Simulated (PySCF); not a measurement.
Species: Ge(SiH3)2Me2, C₂H₁₂GeSi₂.
Bonds: Ge1–Si2, Ge1–Si6, Ge1–C10, Ge1–C14. Hydrogens: H3, H4, H5 on Si2; H7, H8, H9 on Si6; H11, H12, H13 on C10; H15, H16, H17 on C14.

Method: PySCF, PBE0-D3(BJ)/def2-SVP geometry optimisation, gas phase; density fitting, grid level 1; the optimiser is geomeTRIC in internal coordinates, started from a GFN2-xTB structure with every atom displaced at random (about 0.03 Å).

Step 0: E = -74513.2521 eV
```
atom  x, y, z in Å  |  force x, y, z in eV/Å
Ge1     0.0720   -0.0789    0.0196   -2.804   1.301  -0.612
Si2    -0.2291   -0.0356    2.3555    0.606   0.825   0.325
H3     -1.6754    0.0718    2.7489    0.143   0.074  -0.138
H4      0.6065    1.1040    2.9651   -0.521  -0.421  -0.210
H5      0.3163   -1.2769    2.9072    0.153  -0.565   0.339
Si6     2.1481    0.0221   -0.9886    1.291  -0.028   1.853
H7      3.0406   -1.0512   -0.4219   -0.098   0.046  -0.042
H8      2.8883    1.3018   -0.7777   -0.167   0.140   0.118
H9      2.0877   -0.1914   -2.3717   -0.302  -0.322  -2.061
C10    -0.9962    1.5737   -0.6580   -0.534  -0.335   0.626
H11    -1.0234    1.5835   -1.7494    0.288  -0.105  -0.406
H12    -0.5202    2.5149   -0.3314   -0.116  -0.095   0.029
H13    -2.1062    1.6025   -0.3777    1.377  -0.272   0.141
C14    -1.0457   -1.5592   -0.6962    2.489   0.329  -1.278
H15    -2.0376   -1.6023   -0.3625   -1.861   0.261   0.747
H16    -0.5407   -2.4642   -0.3904    0.165  -0.813   0.060
H17    -1.0136   -1.5152   -1.8107   -0.111  -0.020   0.510
```

Step 1: E = -74513.7390 eV
```
atom  x, y, z in Å  |  force x, y, z in eV/Å
Ge1     0.0136   -0.0472   -0.0038   -0.909   0.233  -0.168
Si2    -0.2280   -0.0141    2.3604    0.465  -0.233   0.064
H3     -1.6714    0.1105    2.7185   -0.070   0.036  -0.024
H4      0.5426    1.1163    2.9590   -0.054   0.092   0.044
H5      0.3090   -1.2792    2.9627   -0.076   0.035   0.014
Si6     2.1556    0.0339   -0.9927    0.421  -0.192   0.144
H7      3.0413   -1.0374   -0.4292   -0.011   0.014  -0.064
H8      2.8377    1.3431   -0.7464   -0.078   0.029  -0.001
H9      2.0551   -0.1780   -2.4726   -0.068   0.020   0.028
C10    -0.9582    1.5463   -0.6460    0.086   0.123  -0.243
H11    -0.9653    1.5514   -1.7496    0.058   0.026   0.069
H12    -0.4878    2.4788   -0.2996   -0.030  -0.008  -0.003
H13    -2.0076    1.5349   -0.3195   -0.011  -0.045   0.133
C14    -1.0297   -1.5663   -0.7108    0.535  -0.237   0.031
H15    -2.0654   -1.5582   -0.3452   -0.006   0.071   0.023
H16    -0.5489   -2.5139   -0.4159   -0.146   0.014  -0.006
H17    -1.0210   -1.5213   -1.8091   -0.106   0.023  -0.040
```

Question: Estimate the geometry and energy of step 2. (The exact step hangs on the optimiser's Hessian estimate; all steps are aligned on step 1, rigid shifts and turns removed.)

Answer: E = -74513.7878 eV, largest force 0.320 eV/Å
```
atom  x, y, z in Å  |  force x, y, z in eV/Å
Ge1    -0.0202   -0.0331   -0.0220   -0.299   0.080  -0.082
Si2    -0.2014   -0.0202    2.3555    0.221  -0.122  -0.001
H3     -1.6487    0.1090    2.7119   -0.025   0.009   0.016
H4      0.5489    1.1245    2.9561   -0.020   0.047   0.017
H5      0.3285   -1.2846    2.9641   -0.042   0.039  -0.023
Si6     2.1616    0.0187   -0.9704    0.072  -0.073   0.031
H7      3.0441   -1.0564   -0.4181    0.002  -0.006  -0.023
H8      2.8179    1.3385   -0.7138   -0.005   0.009  -0.009
H9      2.0478   -0.1781   -2.4570    0.005   0.025   0.104
C10    -0.9711    1.5692   -0.6625    0.086   0.028  -0.138
H11    -0.9752    1.5845   -1.7646   -0.006   0.005   0.047
H12    -0.4992    2.4963   -0.3069    0.016  -0.012   0.023
H13    -2.0120    1.5495   -0.3142   -0.082   0.001   0.038
C14    -1.0173   -1.5821   -0.7180    0.117  -0.101   0.047
H15    -2.0546   -1.5596   -0.3456    0.074  -0.011  -0.042
H16    -0.5498   -2.5335   -0.4174   -0.056   0.068   0.025
H17    -1.0277   -1.5433   -1.8168   -0.058   0.014  -0.030
```

The energy changes by -0.0488 eV. The first-order estimate −F·Δx gives -0.0734 eV and the mean of the old and new forces, exact on a quadratic surface, -0.0493 eV. The step makes an angle of 60° with the force vector and moves no atom by more than 0.041 Å.

The cost below is that of the whole optimisation. On one thread, Arm Neoverse V1 (aarch64), no GPU, shared host, this took 1.9 min and 0.62 GiB of memory at its peak.
